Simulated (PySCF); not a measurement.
## From computed data to an observable: refractive index and permittivity of the vapour

Al(OH)(OMe)(SH) (CH5AlO2S), SMILES [Al]([O]C)([OH])[SH].

Geometry optimised at r2SCAN-D4/def2-SVP. The structure was generated by enumeration; whether it is a known compound was not checked. Other conformers were not sampled.

CAM-B3LYP/def2-TZVP in PySCF gives a mean static polarisability of 59.8 bohr³ and a dipole moment of 1.47 D. Take an ideal gas at 298.15 K and 1 bar, whether or not the substance is that volatile.

Work out n − 1 in the optical limit and the static ε − 1.


Polarisability volume α' = 59.8 × 0.148185 = 8.86 Å³. Number density N = p/kT = 2.43e-5 Å⁻³.
Dilute limit of Lorentz–Lorenz: n − 1 = 2π N α' = 0.0014.
Orientation term of Debye: μ²/(3kT) = 8.098 Å³ × μ²(D²) = 17.50 Å³.
ε − 1 = 4π N (α' + μ²/3kT) = 0.0080. Orientation of the dipole supplies 66 % of the static response; it can't follow optical fields. Vibrational polarisation and dispersion are left out.
